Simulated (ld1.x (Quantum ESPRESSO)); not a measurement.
# Cu: variants of one RRKJ potential

Base potential:

```json
{
 "Element": "Cu",
 "Generator": "ld1.x (Quantum ESPRESSO) 7.5",
 "Type": "norm-conserving RRKJ (Kleinman–Bylander form)",
 "Functional": "PBE",
 "Relativity": "fully relativistic",
 "Frozen core": "[Ne]",
 "Valence charge": "19",
 "Reference configuration": "3s2 3p6 3d10 4s1 4p0",
 "Partial waves": "3s (bound): rc 0.75 bohr; 3d (bound): rc 0.65 bohr; 3p (bound): rc 1.20 bohr",
 "Local potential": "the p channel",
 "Core correction": "Bessel-smoothed model core, default radius (core density twice the valence density)",
 "rho0": "0.01"
}
```

Open shells are filled in proportion to 2j + 1 (rel_dist='average').

Occupied shells without a wave of their own: 4s. They enter only through the test configuration that unscreens the potential, and ld1.x also counts them in the model core charge.

Cutoffs, loose and tight: the cutoffs (Ry, on a coarse ladder) from which the occupation-weighted sum of valence levels, in a spherical-Bessel basis at the reference potential, stays within 10 and 1 mRy of its value at 400 Ry. They do not see the model core or the augmentation charge, which bear on the density cutoff. Test errors are all-electron minus pseudo excitation energies from the reference, over the configurations 3s2 3p6 3d10 4s0 4p0; 3s2 3p6 3d9 4s0 4p0; 3s2 3p6 3d8 4s0 4p0; 3s2 3p5 3d10 4s1 4p0; 3s2 3p6 3d9 4s1 4p1; 3s1 3p6 3d10 4s1 4p0; 3s2 3p6 3d9 4s2 4p0. A dash means not determined; rows that change the core or the reference have their own tests.

With those shells counted twice in exchange and correlation these files are broken, and their errors move erratically; no question is asked of them.

A true bound ghost makes a file unfit for plane-wave use even where its test errors are small: the radial tests pick states by their node count and pass the ghost by. Where a test does run into it, the solver fails or the error is huge.

Cutoffs are not given where the Bessel-basis levels miss the radial ones by over 6 mRy, ghosts where they miss by over 20 mRy; a channel whose overlap is not positive is not tested.

The default core radius of the base comes out at 0.33 bohr.

```csv
change,outcome,"cutoff, loose","cutoff, tight",bound ghosts,largest test error (meV)
base,"generated, misses its reference levels by 1.73 eV",–,–,not determined,-539
"all radii but the core radius scaled by about 0.88 (s 0.66, p 1.06, d 0.58 bohr)","generated, misses its reference levels by 1.73 eV",–,–,not determined,-579
wave 3p (bound): rc 1.20 bohr becomes 3p (bound): rc 0.74 bohr,"generated, misses its reference levels by 1.73 eV",–,–,not determined,-481
type TM; local potential the s channel; rho0 0,generated,–,–,none,-552
scalar-relativistic,generated,over 300 Ry,over 300 Ry,none,-544
wave 3s (bound): rc 0.75 bohr becomes 3s (bound): rc 0.66 bohr,"generated, misses its reference levels by 1.73 eV",–,–,not determined,-546
core correction Bessel-smoothed model core inside 0.26 bohr,"generated, misses its reference levels by 1.73 eV",–,–,not determined,-539
wave 3d (bound): rc 0.65 bohr becomes 3d (bound): rc 0.50 bohr,"generated, misses its reference levels by 1.73 eV",–,–,not determined,-539
functional PBEsol,"generated, misses its reference levels by 1.73 eV",–,–,not determined,-719
"core [Ar], valence charge 11; reference 3d10 4s1 4p0; waves now 4s (bound): rc 2.05 bohr; 4p (bound): rc 4.15 bohr; 3d (bound): rc 1.60 bohr; local potential all-electron potential smoothed inside 3.10 bohr (lloc = -2); core correction none",generated,90 Ry,140 Ry,s,"no test is counted, since the test run did not reproduce the reference configuration"
local potential the s channel,generated,–,–,none,-567
```
